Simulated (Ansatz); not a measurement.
Reaction (atomization): `CN[AsH]C` → As• + 2 C• + 8 H• + N•

Calculated with Ansatz (gas phase, PBE0-D4/def2-TZVP geometries, no zero-point term in ΔE). CBS: MP2 limit from def2 TZ/QZ plus the TZ coupled-cluster correction, frozen cores. This one scheme is used for every species, atoms too. Open shells (•) are unrestricted, without spin–orbit coupling. Spin–orbit coupling would lower the free atoms: a little for C. Bonds to As are less sure, by a few kJ/mol each and by 10 to 20 or more in all where they break to atoms, as the def2 sets lack core-valence functions. Scalar relativity is left out up to krypton. One conformer a species, not always the lowest.

```json
{"species": "`CN[AsH]C`", "CCSD(T)/CBS(def2) energy (Eh)": "-2370.61607"}
{"species": "As•", "CCSD(T)/CBS(def2) energy (Eh)": "-2234.93832"}
{"species": "C•", "CCSD(T)/CBS(def2) energy (Eh)": "-37.79194"}
{"species": "H•", "CCSD(T)/CBS(def2) energy (Eh)": "-0.50000"}
{"species": "N•", "CCSD(T)/CBS(def2) energy (Eh)": "-54.53257"}
```

Q: Work out ΔE.

A: ΔE = 8 × (-0.50000) + 2 × (-37.79194) + (-2234.93832) + (-54.53257) − (-2370.61607) = 1.56130 Eh = +4099.2 kJ/mol.

Largest T1 diagnostic among the species: 0.010.

From PBE to PBE0 (25 % exact exchange), in def2-TZVPP and without D4, ΔE moves by −67.5 kJ/mol: exact exchange takes away binding that semilocal exchange gives to molecules. The D4 term adds +35.5 kJ/mol with B3LYP and +18.5 kJ/mol with PBE0; it sums over pairs of atoms, weighted by their polarisabilities, and B3LYP, whose exchange is more repulsive, gets the larger term.

B3LYP here is the variant with VWN-RPA as its local correlation; programs differ in this.

For atomizations the MP2-based limit and the directly extrapolated one differ by several kJ/mol either way, and by 10 to 25 for some Ge, Se and Sn compounds, so smaller differences from it don't rank the levels.
